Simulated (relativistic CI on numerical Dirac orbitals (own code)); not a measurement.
## How well does a small relativistic CI reproduce K⁶⁺?

Method of calculation: Dirac-Coulomb-Breit CI, KLI orbitals optimised for each configuration, model QED (radiative potential, 1s self-energy scaled to tabulated hydrogen-like ionisation energies), valence Slater integrals scaled by 0.9, P86 correlation estimate, and configurations built on the next ion tied to the tabulated ionisation energy (semi-empirical) (own radial code, finite nucleus).

CI space (outside the closed core [Ne]): 3s²3p, 3s²3d, 3s²4s, 3s²4p, 3s²4d, 3s²5s, 3s²4f, 3s3p², 3p³, 3s3p3d, 3p3d², 3p²3d, 3s3d², 3s3p4s, 3s3p4p, 3s²5p, 3s²5d, 3s3p4d, 3s²5f, 3s²5g, 3s3p4f, 3p²4s, 3s3p5s, 3p²4p. Levels of other configurations are missing.

| Configuration | Term (tabulated) | J | Measured (cm⁻¹) | Computed | Error | Purity (%) |
| --- | --- | --- | --- | --- | --- | --- |
| 3s²3p | 2P° | 1/2 | 0.0 | 0 | 0 | 97 |
| 3s²3p | 2P° | 3/2 | 3134.3 | 3106 | -28 | 96 |
| 3s3p² | 4P | 1/2 | 114889.0 | 115489 | 600 | 99 |
| 3s3p² | 4P | 3/2 | 116027.0 | 116617 | 590 | 99 |
| 3s3p² | 4P | 5/2 | 117764.0 | 118328 | 564 | 99 |
| 3s3p² | 2D | 3/2 | 151883.9 | 150782 | -1102 | 83 |
| 3s3p² | 2D | 5/2 | 152051.7 | 150954 | -1098 | 82 |
| 3s3p² | 2S | 1/2 | 193084.5 | 192615 | -470 | 96 |
| 3s3p² | 2P | 1/2 | 206502.9 | 206113 | -390 | 94 |
| 3s3p² | 2P | 3/2 | 208432.5 | 208020 | -412 | 96 |
| 3s²3d | 2D | 3/2 | 250664.0 | 240608 | -10056 | 81 |
| 3s²3d | 2D | 5/2 | 250787.0 | 240687 | -10100 | 81 |
| 3p³ | 2D° | 3/2 | 297788.0 | 301365 | 3577 | 66 |
| 3p³ | 2D° | 5/2 | 298098.0 | 301673 | 3575 | 67 |
| 3p³ | 4S° | 3/2 | 308021.0 | 310943 | 2922 | 98 |
| 3s3p3d | 4F° | 5/2 | 334828.0 | 338196 | 3368 | 100 |
| 3p³ | 2P° | 1/2 | 335425.0 | 338272 | 2847 | 78 |
| 3p³ | 2P° | 3/2 | 335460.0 | 338321 | 2861 | 76 |
| 3s3p3d | 4F° | 7/2 | 335745.0 | 339098 | 3353 | 100 |
| 3s3p3d | 4F° | 9/2 | 336960.0 | 340297 | 3337 | 100 |
| 3s3p3d | 4P° | 5/2 | 362740.0 | 364745 | 2005 | 93 |
| 3s3p3d | 4P° | 3/2 | 363567.0 | 365605 | 2038 | 91 |
| 3s3p3d | 4P° | 1/2 | 364292.0 | 366289 | 1997 | 94 |
| 3s3p3d | 4D° | 1/2 | 365933.0 | 368614 | 2681 | 94 |
| 3s3p3d | 4D° | 3/2 | 366356.0 | 368989 | 2633 | 91 |
| 3s3p3d | 4D° | 5/2 | 366662.0 | 369320 | 2658 | 94 |
| 3s3p3d | 4D° | 7/2 | 366800.0 | 369502 | 2702 | 99 |
| 3s3p3d | 2D° | 5/2 | 376266.0 | 379264 | 2998 | 80 |
| 3s3p3d | 2D° | 3/2 | 376289.0 | 379294 | 3005 | 80 |
| 3s3p3d | 2F° | 5/2 | 394367.0 | 399009 | 4642 | 99 |
| 3s3p3d | 2F° | 7/2 | 396853.0 | 401472 | 4619 | 99 |
| 3s3p3d | 2P° | 3/2 | 430356.0 | 433591 | 3235 | 83 |
| 3s3p3d | 2P° | 1/2 | 431284.0 | 434597 | 3313 | 84 |
| 3s3p3d | 2F° | 7/2 | 431613.0 | 435685 | 4072 | 96 |
| 3s3p3d | 2F° | 5/2 | 432279.0 | 436356 | 4077 | 96 |
| 3s²4s | 2S | 1/2 | 439322.0 | 426896 | -12426 | 96 |
| 3s3p3d | 2P° | 1/2 | 446656.0 | 451535 | 4879 | 89 |
| 3s3p3d | 2P° | 3/2 | 446745.0 | 451672 | 4927 | 88 |
| 3s3p3d | 2D° | 3/2 | 450988.0 | 454692 | 3704 | 80 |
| 3s3p3d | 2D° | 5/2 | 451426.0 | 455109 | 3683 | 82 |
| 3p²3d | 4F | 5/2 | 509610.0 | 515561 | 5951 | 99 |
| 3p²3d | 4F | 7/2 | 510506.0 | 516459 | 5953 | 99 |
| 3p²3d | 4F | 9/2 | 511643.0 | 517593 | 5950 | 99 |
| 3p²3d | 2P | 3/2 | 517290.0 | 521779 | 4489 | 88 |
| 3p²3d | 4D | 3/2 | 520819.0 | 525259 | 4440 | 94 |
| 3p²3d | 4D | 5/2 | 521021.0 | 525466 | 4445 | 99 |
| 3p²3d | 4D | 7/2 | 521696.0 | 526132 | 4436 | 98 |
| 3p²3d | 2D | 5/2 | 545671.0 | 552155 | 6484 | 79 |
| 3p²3d | 2D | 3/2 | 546115.0 | 552582 | 6467 | 81 |
| 3p²3d | 4P | 5/2 | 550817.0 | 557906 | 7089 | 97 |
| 3p²3d | 4P | 3/2 | 551458.0 | 558578 | 7120 | 99 |
| 3p²3d | 4P | 1/2 | 551852.0 | 558976 | 7124 | 99 |
| 3s3p4s | 4P° | 1/2 | 566231.0 | 570274 | 4043 | 99 |
| 3s3p4s | 4P° | 3/2 | 567308.0 | 571352 | 4044 | 99 |
| 3s3p4s | 4P° | 5/2 | 569280.0 | 573315 | 4035 | 99 |
| 3s²4d | 2D | 3/2 | 570738.0 | 569147 | -1591 | 96 |
| 3s²4d | 2D | 5/2 | 570922.0 | 569224 | -1698 | 97 |
| 3p²3d | 2D | 3/2 | 573086.0 | 581682 | 8596 | 91 |
| 3p²3d | 2D | 5/2 | 574915.0 | 583954 | 9039 | 94 |
| 3p²3d | 2F | 5/2 | 581175.0 | 590180 | 9005 | 82 |
| 3p²3d | 2F | 7/2 | 581812.0 | 590851 | 9039 | 83 |
| 3s3d² | 4F | 5/2 | 590498.0 | 597093 | 6595 | 99 |
| 3s3d² | 4F | 7/2 | 590585.0 | 597157 | 6572 | 99 |
| 3s3d² | 4F | 9/2 | 590663.0 | 597237 | 6574 | 99 |
| 3s²4f | 2F° | 5/2 | 608532.0 | 608688 | 156 | 98 |
| 3s²4f | 2F° | 7/2 | 608536.0 | 608702 | 166 | 98 |
| 3s3d² | 2G | 7/2 | 627835.0 | 639650 | 11815 | 83 |
| 3s3d² | 2G | 9/2 | 627849.0 | 639676 | 11827 | 83 |

Measured levels from Sansonetti, J. Phys. Chem. Ref. Data 37, 7 (2008); pairs were made by configuration, J and term (by order where the table uses no LS term), so strongly mixed levels may be paired wrongly.

Mean error by configuration (cm⁻¹): 3s²3p -28; 3s3p² -215; 3s²3d -10078; 3p³ 3156; 3s3p3d 3360; 3s²4s -12426; 3p²3d 6602; 3s3p4s 4040; 3s²4d -1644; 3s3d² 8677; 3s²4f 161. Over the excited levels the mean absolute error is 4362 cm⁻¹ (67 of the 69 excited levels that our extract of the source holds in range could be paired, and the others can miss by more), and the median relative error of those above 1,000 cm⁻¹ is 0.87 %.
